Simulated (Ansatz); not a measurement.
Ansatz (a first-principles code) input:

Ansatz 0.2 input:
```yaml
crystal:
  periodic: [false, false, false]
  atoms:
    - {symbol: Be, position_ang: [-0.16099011, -0.75330412, -0.36115324]}
    - {symbol: Cl, position_ang: [1.23338061, 0.37934056, -1.10525381]}
    - {symbol: Cl, position_ang: [-1.19550058, -0.20209253, 1.19023104]}
basis:
  gaussian:
    orbitals: def2-TZVP
hamiltonian:
  xc: b3lyp
  dispersion: d3bj
total_charge: -1
magnetization: {spin_polarized: true, initial_magnetization: 1}
phonons: {temperatures: {t_min: 298.15, t_max: 298.15, t_step: 100}}
```

**Question.** Which total energy does the run end on?

**Answer.** -935.36685 Eh (B3LYP-D3(BJ)/def2-TZVP). The basis has 93 functions.
